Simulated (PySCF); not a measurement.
Vertical excitations of a molecule C4H10O from PySCF with TDDFT-PBE/def2-SVPD, as energy in eV (oscillator strength): 5.98 (0.024), 7.02 (0.002), 7.37 (0.015), 7.42 (0.046), 7.42 (0.002), 7.63 (0.002), 8.09 (0.019), 8.10 (0.036), 8.20 (0.049), 8.32 (0.044). Lowest triplet (TDA): 5.83 eV. Coordinates come from a PBE0-D3(BJ)/def2-SVP optimisation. The values are those of a single conformer.

Question: Identify the compound among the candidates.
A) CC[C@H](C)O
B) CCCCO
C) CC(C)(C)O
D) CCCOC

Answer: C, CC(C)(C)O
